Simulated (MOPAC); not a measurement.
A run for MOPAC: PM3 on CH4GeO (SMILES C[O][GeH]), a point of a torsion scan.

```
PM3 1SCF PRECISE CHARGE=0 THREADS=1
CH4GeO

C     -0.83097395 1    -0.19915620 1     0.11389038 1
O      0.05261528 1     0.89482931 1     0.17351106 1
Ge     1.77872949 1     1.14792236 1     0.14618975 1
H     -0.28472831 1    -1.14182652 1     0.02664551 1
H     -1.48752229 1    -0.08065406 1    -0.75108726 1
H     -1.43892700 1    -0.21651552 1     1.02131083 1
H      2.23716814 1    -0.47588634 1     0.00985481 1
```

It printed:

```
*******************************************************************************
 **                                                                           **
 **                              MOPAC v23.2.5                                **
 **                                                                           **
 *******************************************************************************
 ** MOPAC's Digital Object Identifier: https://doi.org/10.5281/zenodo.6511958 **
 **                                                                           **
 ** Please cite the open-source release paper for use of this MOPAC version:  **
 ** J. E. Moussa and J. J. P. Stewart (2026)                                  **
 ** MOPAC: An open-source semiempirical molecular orbital program             **
 ** J. Open Source Softw., 11(119), 8025, https://doi.org/10.21105/joss.08025 **
 *******************************************************************************

                              PM3 CALCULATION RESULTS

 *******************************************************************************
 *  PM3        - The PM3 Hamiltonian to be used
 *
 *
 *
 *                 CHARGE ON SYSTEM = 0
 *
 *
 *
 *  PRECISE    - TIGHTER CRITERIA TO BE USED
 *  1SCF       - DO 1 SCF AND THEN STOP
 *  THREADS=1  - MULTI-THREADING NOT USED
 *  T=         - A TIME OF 172800.0 SECONDS REQUESTED
 *  DUMP=N     - RESTART FILE WRITTEN EVERY 7200.0 SECONDS REQUESTED
 *******************************************************************************
PM3 1SCF PRECISE CHARGE=0 THREADS=1
 CH4GeO

   ATOM   CHEMICAL          X               Y               Z
  NUMBER   SYMBOL      (ANGSTROMS)     (ANGSTROMS)     (ANGSTROMS)

     1       C         -0.83097395  *  -0.19915620  *   0.11389038  *
     2       O          0.05261528  *   0.89482931  *   0.17351106  *
     3      Ge          1.77872949  *   1.14792236  *   0.14618975  *
     4       H         -0.28472831  *  -1.14182652  *   0.02664551  *
     5       H         -1.48752229  *  -0.08065406  *  -0.75108726  *
     6       H         -1.43892700  *  -0.21651552  *   1.02131083  *
     7       H          2.23716814  *  -0.47588634  *   0.00985481  *



          CARTESIAN COORDINATES

    NO.       ATOM           X           Y           Z

     1         C         -0.8310     -0.1992      0.1139
     2         O          0.0526      0.8948      0.1735
     3        Ge          1.7787      1.1479      0.1462
     4         H         -0.2847     -1.1418      0.0266
     5         H         -1.4875     -0.0807     -0.7511
     6         H         -1.4389     -0.2165      1.0213
     7         H          2.2372     -0.4759      0.0099

  H: (PM3): J. J. P. STEWART, J. COMP. CHEM. 10, 209 (1989).
  C: (PM3): J. J. P. STEWART, J. COMP. CHEM. 10, 209 (1989).
  O: (PM3): J. J. P. STEWART, J. COMP. CHEM. 10, 209 (1989).
 Ge: (PM3): J. J. P. STEWART, J. COMP. CHEM. 12, 320-341 (1991).

           Empirical Formula: C H4 O Ge  =     7 atoms



      MOLECULAR POINT GROUP   :   Cs


      RHF CALCULATION, NO. OF DOUBLY OCCUPIED LEVELS = 9


 -------------------------------------------------------------------------------
 PM3 1SCF PRECISE CHARGE=0 THREADS=1
 CH4GeO



     1SCF WAS SPECIFIED, SO BFGS WAS NOT USED
     SCF FIELD WAS ACHIEVED


                              PM3 CALCULATION
                                                       MOPAC v23.2.5 Linux




          FINAL HEAT OF FORMATION =        -11.04575 KCAL/MOL =     -46.21542 KJ/MOL


          COSMO AREA              =        108.39 SQUARE ANGSTROMS
          COSMO VOLUME            =         95.57 CUBIC ANGSTROMS

          IONIZATION POTENTIAL    =          8.939292 EV
          HOMO LUMO ENERGIES (EV) =         -8.939 -0.333
          NO. OF FILLED LEVELS    =          9
          MOLECULAR WEIGHT        =        104.6320         POINT GROUP:  Cs

          MOLECULAR DIMENSIONS (Angstroms)

            Atom       Atom       Distance
            H     7    H     5     3.82211
           Ge     3    H     4     2.50653
            H     5    H     6     1.70369


          SCF CALCULATIONS        =          1





   ATOM   CHEMICAL          X               Y               Z
  NUMBER   SYMBOL      (ANGSTROMS)     (ANGSTROMS)     (ANGSTROMS)

     1       C         -0.83097395  *  -0.19915620  *   0.11389038  *
     2       O          0.05261528  *   0.89482931  *   0.17351106  *
     3      Ge          1.77872949  *   1.14792236  *   0.14618975  *
     4       H         -0.28472831  *  -1.14182652  *   0.02664551  *
     5       H         -1.48752229  *  -0.08065406  *  -0.75108726  *
     6       H         -1.43892700  *  -0.21651552  *   1.02131083  *
     7       H          2.23716814  *  -0.47588634  *   0.00985481  *

                             CARTESIAN COORDINATES

   1    C       -0.830973950    -0.199156200     0.113890380
   2    O        0.052615280     0.894829310     0.173511060
   3   Ge        1.778729490     1.147922360     0.146189750
   4    H       -0.284728310    -1.141826520     0.026645510
   5    H       -1.487522290    -0.080654060    -0.751087260
   6    H       -1.438927000    -0.216515520     1.021310830
   7    H        2.237168140    -0.475886340     0.009854810


           Empirical Formula: C H4 O Ge  =     7 atoms



      MOLECULAR POINT GROUP   :   Cs


                  EIGENVALUES
 -36.34093 -26.13574 -17.26255 -15.21112 -14.92264 -13.10498 -10.55657 -10.38198
  -8.93929  -0.33314   1.44623   2.12476   4.26066   4.83257   4.83331   5.91062


              NET ATOMIC CHARGES AND DIPOLE CONTRIBUTIONS

  ATOM NO.   TYPE          CHARGE      No. of ELECS.   s-Pop       p-Pop
    1          C           0.139963        3.8600     1.12099     2.73905
    2          O          -0.557932        6.5579     1.79570     4.76223
    3         Ge           0.737307        3.2627     1.77459     1.48810
    4          H          -0.003152        1.0032     1.00315
    5          H           0.006771        0.9932     0.99323
    6          H           0.006758        0.9932     0.99324
    7          H          -0.329715        1.3297     1.32972
 DIPOLE           X         Y         Z       TOTAL
 POINT-CHG.     1.966     2.295     0.122     3.024
 HYBRID        -1.596    -2.716    -0.164     3.154
 SUM            0.370    -0.421    -0.042     0.562


          ATOMIC ORBITAL ELECTRON POPULATIONS

     Atom    s        px        py        pz
    1  C   1.12099   0.90612   0.86735   0.96557
    2  O   1.79570   1.48742   1.46821   1.80661
    3 Ge   1.77459   0.45345   0.85127   0.18338
    4  H   1.00315
    5  H   0.99323
    6  H   0.99324
    7  H   1.32972

 **********************
 *                    *
 * JOB ENDED NORMALLY *
 *                    *
 **********************




 == MOPAC DONE ==
```

The run finished.

Cost: roughly 0.020 core-seconds.
